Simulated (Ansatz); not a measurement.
# Relative stability

The two ends of one reaction step of CH5ClGe, closed shell (PBE0-D4/def2-TZVP).

A:

| atom | x (Å) | y (Å) | z (Å) |
| --- | --- | --- | --- |
| Ge1 | -0.4070 | -0.0293 | 0.7845 |
| Cl2 | 0.4930 | -1.7952 | 1.6544 |
| C3 | 0.3686 | 0.2139 | -0.9767 |
| H4 | 1.4475 | 0.3432 | -0.8913 |
| H5 | -0.0867 | 1.1291 | 1.7410 |
| H6 | -1.9183 | -0.2992 | 0.7368 |
| H7 | -0.0597 | 1.0973 | -1.4540 |
| H8 | 0.1627 | -0.6599 | -1.5949 |

B:

Ge1  (-1.113, 0.538, 0.468)
Cl2  (2.224, -1.800, 0.626)
C3  (0.047, 0.368, -0.863)
H4  (1.310, -0.973, 0.185)
H5  (-0.942, 1.578, 1.570)
H6  (-2.285, -0.421, 0.655)
H7  (0.861, 1.070, -0.992)
H8  (-0.103, -0.361, -1.650)
(Å)

Computed with Ansatz 0.2.0 (basis: def2-TZVPP); correlated methods freeze the cores. Filled d shells of the heavier atoms are correlated. The def2 sets are not built for correlating such inner shells, so the correlated values are less sure here. B3LYP uses VWN-RPA correlation.

Task: Which structure is lower at CCSD(T), and by how much? (To be estimated.)

Result: By the calculation: A, by 276.3 kJ/mol (electronic energy, against the other). By their contacts, A is CH₅ClGe ([CH3][GeH2][Cl]) and B is a complex of CH₄Ge ([CH2][GeH2]) + HCl.

All methods give the same order:

| method | E(B) − E(A) (kJ/mol) |
| --- | --- |
| SPW92 | 269.3 |
| PBE-D4 | 263.6 |
| BLYP-D4 | 252.3 |
| r2SCAN-D4 | 282.7 |
| B97M-V | 285.8 |
| PBE0-D4 | 286.1 |
| B3LYP-D4 | 272.3 |
| r2SCAN0-D4 | 296.6 |
| BHLYP-D4 | 298.5 |
| CAM-B3LYP-D4 | 285.2 |
| wB97X-V | 298.4 |
| wB97M-V | 288.7 |
| B2PLYP | 276.2 |
| PBE-QIDH | 297.6 |
| RPA on PBE | 270.9 |
| HF | 320.3 |
| MP2 | 282.0 |
| CCSD | 285.2 |
| CCSD(T) | 276.3 |

The T1 diagnostic stays at or below 0.012. The restricted Hartree–Fock reference is unstable towards an unrestricted one at one or more of these structures.

Labels in which every atom is bracketed show which atoms are joined, not bond orders.

For scale, one of the runs: CCSD(T)/def2-TZVPP, 191 basis functions (an equivalent command: `ansatz run in.yaml --threads 4`). Time: 42 s of wall clock on 4 CPU threads; the host was shared. Peak host memory: 2 GiB.
